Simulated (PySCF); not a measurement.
dibromo(difluoro)methane (CBr₂F₂), SMILES FC(F)(Br)Br. Geometry optimised at PBE-D3(BJ)/def2-SVP.

### Question
Give the equilibrium geometry at PBE-D3(BJ)/def2-SVP (PySCF confirms it by a frequency run) as bond lengths and angles, and its point group. (An estimate is asked for; the answer gives what the named calculation found.)

### Answer
point group C2v.
Atoms: F1 C2 F3 Br4 Br5. Bond lengths (Å): F1–C2 1.334, C2–F3 1.334, C2–Br4 1.962, C2–Br5 1.962. Bond angles (°): F1–C2–F3 108.7, F1–C2–Br4 109.2, F1–C2–Br5 109.2, F3–C2–Br4 109.2, F3–C2–Br5 109.2, Br4–C2–Br5 111.2.
Charge 0, spin multiplicity 1.
